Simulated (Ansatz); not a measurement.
Species: RbCl, charge -1, multiplicity 2. 
Structure (B3LYP-D3(BJ)/def2-TZVP (Ansatz, a quantum-chemistry and plane-wave program) minimum search):
```
Rb
Cl 1 3.0229
```
Charge -1, spin multiplicity 2.

Basis-set convergence of Hartree-Fock and MP2 correlation energies (hartree) with Ansatz. Valence correlation only, unless marked. Open shells are spin-unrestricted. No spin-orbit coupling. Frozen are the shells of the preceding noble gas and the d and f shells that filled before the atom's block. The outer core of K, Ca and their heavier congeners is not correlated, a term that matters for these elements. In def2 rows, elements after Kr have scalar-relativistic effective core potentials. This anion needs diffuse functions, which these sets lack.

```json
[
 {"basis": "def2-SVP", "functions": "42", "E(HF)": "-483.24927", "E(corr, MP2)": "-0.13607"},
 {"basis": "def2-TZVPP", "functions": "82", "E(HF)": "-483.41119", "E(corr, MP2)": "-0.20017"},
 {"basis": "def2-QZVPP", "functions": "133", "E(HF)": "[?]", "E(corr, MP2)": "[?]"}
]
```

Some entries are withheld; supply them.


- def2-QZVPP, E(HF): -483.42581
- def2-QZVPP, E(corr, MP2): -0.22364
